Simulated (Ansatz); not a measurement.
```yaml
crystal:
  periodic: [false, false, false]
  atoms:
    - {symbol: F, position_ang: [-1.667125, -2.745007, -0.274325]}
    - {symbol: In, position_ang: [-0.846190, -1.240454, -1.171485]}
    - {symbol: Cl, position_ang: [-0.895372, -0.968804, -3.451257]}
    - {symbol: O, position_ang: [-1.447830, 0.490841, -0.139403]}
    - {symbol: C, position_ang: [-0.687541, 1.155819, 0.622804]}
    - {symbol: C, position_ang: [0.650759, 0.924432, 0.923032]}
    - {symbol: C, position_ang: [1.428124, -0.116152, 0.425441]}
    - {symbol: O, position_ang: [1.090267, -1.035095, -0.376188]}
    - {symbol: H, position_ang: [-1.160452, 2.023060, 1.098262]}
    - {symbol: H, position_ang: [1.129409, 1.614862, 1.604210]}
    - {symbol: H, position_ang: [2.471348, -0.160403, 0.759408]}
basis:
  gaussian: {orbitals: def2-SVP}
hamiltonian: {xc: {name: r2SCAN}}
accuracy: high
charge: 1
output: {forces: true}
```

```sh
$ ansatz run in.yaml --threads 2 --pin off --events-out ev --progress --plain --max-ram 32768MiB --backend cpu
```

Shortened log:

```
Error: YAML parse error: error: line 19 column 1: unknown field `charge`, expected one of crystal, accuracy, basis, kpoints, hamiltonian, magnetization, projection, total_charge, correlation, batch, efield, external_charges, scf, relax, neb, saddle, md, ramp, phonons, dielectric, real_time, elastic, magnetic_configurations, gw, evaluate, workflow, output, checkpoint, execution
17 | hamiltonian: {xc: {name: r2SCAN}}
18 | accuracy: high
19 | charge: 1
20 | output: {forces: true}
```

Q: What is wrong with this run?

A: The input holds a key that doesn't belong there. The input was rejected before any iteration.
